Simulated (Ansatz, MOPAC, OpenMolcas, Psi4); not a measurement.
InNH4 (SMILES [NH2][InH2]): the HOMO–LUMO gap, rung by rung

InNH4: 6 atoms, total charge 0, spin state singlet. As SMILES, `[NH2][InH2]`. The shape is that of a PBE0-D4/def2-TZVP optimisation.

Each level gives the HOMO–LUMO gap (eV). The values are calculated.

```json
{"level": "PM3", "kind": "semi-empirical", "program": "MOPAC", "value (eV)": "8.02"}
{"level": "HF/def2-SVP (core potential)", "kind": "Hartree–Fock", "program": "Ansatz", "value (eV)": "11.60"}
{"level": "SVWN5/def2-SVP (core potential)", "kind": "LDA", "program": "Psi4", "value (eV)": "3.83"}
{"level": "BLYP/def2-SVP (core potential)", "kind": "GGA", "program": "Psi4", "value (eV)": "3.79"}
{"level": "r2SCAN/def2-SVP (core potential)", "kind": "meta-GGA", "program": "OpenMolcas", "value (eV)": "4.36"}
{"level": "B3LYP/def2-SVP (core potential)", "kind": "global hybrid", "program": "Ansatz", "value (eV)": "5.35"}
{"level": "wB97M-V/def2-SVP (core potential)", "kind": "range-separated hybrid", "program": "Ansatz", "value (eV)": "9.78"}
{"level": "B2PLYP/def2-SVP (core potential)", "kind": "double hybrid", "program": "OpenMolcas", "value (eV)": "7.90"}
{"level": "PBE-QIDH/def2-SVP (core potential)", "kind": "double hybrid", "program": "Ansatz", "value (eV)": "9.37"}
```

The values span 3.79 to 11.60 eV. Orbital gaps aren't excitation energies, and those of double hybrids come from the SCF part alone; they tend to grow with the share of exact exchange.
